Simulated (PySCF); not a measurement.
Excitations are Tamm–Dancoff values on a coarser integration grid. The basis has no diffuse functions, so Rydberg states are missing or too high.

Z-matrix (Å, degrees):
```
Sn
F 1 1.9086
F 1 1.9086 2 103.35
H 1 1.6917 2 107.09 3 112.89
H 1 1.6917 4 123.42 2 -124.84
```
Charge 0, multiplicity 1.

Task: Estimate the HOMO–LUMO gap, HOMO, T1 excitation (TDA), S1 excitation (TDA), total energy, brightest of the four lowest singlets (TDA), LUMO and dipole moment that PBE0-D4/def2-TZVP (PySCF) returns for this input.

Result: 
HOMO–LUMO gap: 8.91 eV
HOMO: -9.87 eV
T1 excitation (TDA): 6.38 eV
S1 excitation (TDA): 7.58 eV
total energy: -415.1408 Ha
brightest of the four lowest singlets (TDA): 8.34 eV
LUMO: -0.96 eV
dipole moment: 3.44 D
